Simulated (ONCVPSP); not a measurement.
What one change does to a pseudopotential (oxygen, ONCV)

```json
{
  "Element": "oxygen",
  "Generator": "ONCVPSP 4.0.1",
  "Type": "optimised norm-conserving Vanderbilt (ONCV)",
  "Functional": "PBE",
  "Relativity": "non-relativistic",
  "Frozen core": "none",
  "Valence charge": "8",
  "Reference configuration": "1s2 2s1 2p5",
  "Partial waves": "1s+2s: rc 0.45 bohr, ncon 3, nbas 6, qcut 30.7 1/bohr, 2 projectors; 2p: rc 1.15 bohr, ncon 4, nbas 8, qcut 10.3 1/bohr, 2 projectors, debl 2.5 Ha; d scattering state at 0.09 Ha: rc 1.25 bohr, ncon 4, nbas 8, qcut 6.9 1/bohr, 2 projectors, debl 3.9 Ha",
  "Local potential": "polynomial inside 0.35 bohr (lpopt 5, dvloc0 2 Ha)",
  "Core correction": "none"
}
```

All-electron outer shells of the reference configuration (PBE, non-relativistic, ld1.x):

```csv
shell,level (eV),outermost node (bohr),outermost maximum (bohr)
1s,-514.96,–,0.13
2s,-24.37,0.28,0.87
2p,-9.45,–,0.82
```

Change: s: qcut 18.1.

Cutoffs: the cutoffs (Ha) at which the residual kinetic energy of the hardest occupied pseudo-wave falls to 1 and 0.1 mHa per electron; they do not see the model core or the augmentation charge, which bear on the density cutoff. Errors are all-electron minus pseudo energies relative to the spin-unpolarised reference configuration.

Question: What does the change do?

Answer: Both files keep a bound ghost (d); of the 4 tests that both files solve, the error grows in 2 and shrinks in 0 by more than 15 % and 0.3 meV (median size 80.3 → 83.0 meV).

| quantity | base | changed |
| --- | --- | --- |
| cutoffs, loose and tight | 345 Ha, 392 Ha | not determined |
| bound ghosts | d | d |
| GHOST(+) flags under 300 eV | none | none |
| error for 1s2 2s2 2p4, meV [ΔE -14.90 eV] | +2.9 | +6.4 |
| error for 1s2 2s2 2p3, meV [ΔE 1.54 eV] | +30 | +33 |
| error for 1s2 2s2 2p2, meV [ΔE 35.14 eV] | +131 | +133 |
| error for 1s1 2s2 2p4, meV [ΔE 539.47 eV] | +2694 | +5932 |
| s: phases at 0.46 bohr within 0.05 rad from the reference energy up to (Ha; the scan ends near 5) | to the end of the scan | to the end of the scan |
| p: phases at 1.16 bohr within 0.05 rad from the reference energy up to (Ha; the scan ends near 5) | to the end of the scan | to the end of the scan |
| d: phases at 1.27 bohr within 0.05 rad from the reference energy up to (Ha; the scan ends near 5) | to the end of the scan | to the end of the scan |

 A true bound ghost makes a file unfit for plane-wave use even where its test errors are small: the radial tests pick states by their node count and pass the ghost by.
